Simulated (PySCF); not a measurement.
Isomers of C10H26N2Si. Method used: PBE0-D3(BJ)/def2-SVP geometry optimisation, gas phase in PySCF 2.14.0. One conformer each; no zero-point energy, no entropy. No frequencies were run at this level. Point groups hold within 0.08 Å.

Question: Order them by energy at this level, lowest first, and give relative energies in kJ/mol.
A. `CC(C)(C)N[Si](C)(C)NC(C)(C)C` (SiMe2(NHtBu)2)
B. SiMe2(NEt2)2, `CCN(CC)[Si](C)(C)N(CC)CC`

Answer: A (0.0), B (55.2).

| SMILES | E (Eh) | E rel (kJ/mol) | dipole (D) | point group | A, B, C (MHz) |
| --- | --- | --- | --- | --- | --- |
| CC(C)(C)N[Si](C)(C)NC(C)(C)C | -794.65181 | 0.0 | 0.32 | C1 | 998.5, 417.6, 374.6 |
| CCN(CC)[Si](C)(C)N(CC)CC | -794.63079 | 55.2 | 0.08 | near C2 | 750.9, 533.1, 455.7 |

Q: How do the relative energies change in single points at PBE0/pcSseg-1 (no added dispersion term) on the same geometries?

A: 
| SMILES | PBE0-D3(BJ)/def2-SVP (kJ/mol) | PBE0/pcSseg-1 (kJ/mol) | shift |
| --- | --- | --- | --- |
| CC(C)(C)N[Si](C)(C)NC(C)(C)C | 0.0 | 0.0 | 0.0 |
| CCN(CC)[Si](C)(C)N(CC)CC | 55.2 | 62.1 | +6.9 |

Each column counts from its own lowest isomer. The order is unchanged; the largest shift is 6.9 kJ/mol.
